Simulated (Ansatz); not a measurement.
One change: `[CH3][Al]([F])[CH2][SiH3]` becomes `[OH][Al]([F])[CH2][SiH3]`.

Ansatz, PBE0-D4/def2-TZVP geometries, multiplicity 1. Each molecule was computed in one conformer, which needn't be the lowest.

```
                                          property  `[CH3][Al]([F])[CH2][SiH3]`
size of the dipole moment (ωB97M-V/def2-TZVPP) / D                         1.86
                 HOMO energy (PBE/def2-TZVPP) / eV                        -6.72
             HOMO–LUMO gap (B3LYP/def2-TZVPP) / eV                         6.97
             LUMO energy (ωB97M-V/def2-TZVPP) / eV                         1.01
             HOMO energy (ωB97M-V/def2-TZVPP) / eV                       -10.16
              HOMO–LUMO gap (PBE0/def2-TZVPP) / eV                         7.43
```

Problem. Give the same properties after the change, and the shifts. (Estimate.)

Solution. Ansatz gave: 
```
                                          property  `[OH][Al]([F])[CH2][SiH3]`  shift
size of the dipole moment (ωB97M-V/def2-TZVPP) / D                        1.03  -0.83
                 HOMO energy (PBE/def2-TZVPP) / eV                       -7.38  -0.66
             HOMO–LUMO gap (B3LYP/def2-TZVPP) / eV                        7.65   0.68
             LUMO energy (ωB97M-V/def2-TZVPP) / eV                        1.03   0.02
             HOMO energy (ωB97M-V/def2-TZVPP) / eV                      -10.87  -0.71
              HOMO–LUMO gap (PBE0/def2-TZVPP) / eV                        8.17   0.74
```

With PBE0 the HOMO falls by 0.69 eV and the LUMO rises by 0.05 eV, so the gap widens by about 0.74 eV. PBE moves the HOMO by -0.66 eV and ωB97M-V by -0.71 eV. Dipoles are sizes alone; their direction can turn.

B3LYP here is the variant with VWN-RPA as its local correlation; programs differ in this.
